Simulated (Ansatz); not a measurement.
Ta2O7H4⁺ (relaxed from a model of H4Ta2O7, whose bonding it doesn't keep). Total charge 1; doublet. Geometry PBE-D4/def2-SVP, that of the neutral singlet; atoms count from 1.

```xyz
13

O     2.477   -1.159    0.704
Ta    1.750    0.424    0.640
O     1.905    1.226    2.379
O     2.701    1.468   -0.663
O    -0.107    0.195    0.147
Ta   -1.718   -0.482   -0.686
O    -1.313   -0.945   -2.317
O    -2.385   -2.032    0.231
O    -3.073    0.879   -0.767
H     2.293    0.871    3.197
H     3.426    1.213   -1.258
H    -2.462   -2.953   -0.069
H    -3.494    1.295   -1.538
```

In the def2 sets Ta takes a core potential; there is no spin–orbit coupling.

**Question.** Estimate the Mulliken populations from the PBE0/def2-TZVP orbitals of Ansatz.

**Answer.** 
```csv
atom,charge (e),spin (α − β),d electrons
O1,-0.35,0.47,–
Ta2,1.62,-0.10,2.52
O3,-0.60,0.03,–
O4,-0.61,0.01,–
O5,-0.66,0.19,–
Ta6,1.62,-0.10,2.52
O7,-0.35,0.47,–
O8,-0.61,0.01,–
O9,-0.60,0.03,–
H10,0.39,0.00,–
H11,0.38,0.00,–
H12,0.38,0.00,–
H13,0.38,0.00,–
```
Mulliken values depend strongly on the basis.

**Question.** Where does the spin sit?

**Answer.** Summed by element: O 1.20, Ta -0.20, H 0.00, of 1 unpaired in all. Largest on single atoms: O7 0.47, O1 0.47, O5 0.19.

**Question.** And the Mayer bond orders between heavy atoms (over 0.3)?

**Answer.** O1–Ta2 1.77 (1.74 Å); Ta2–O3 1.16 (1.92 Å); Ta2–O4 1.17 (1.92 Å); Ta2–O5 0.93 (1.94 Å); O5–Ta6 0.93 (1.94 Å); Ta6–O7 1.77 (1.74 Å); Ta6–O8 1.16 (1.92 Å); Ta6–O9 1.16 (1.92 Å).
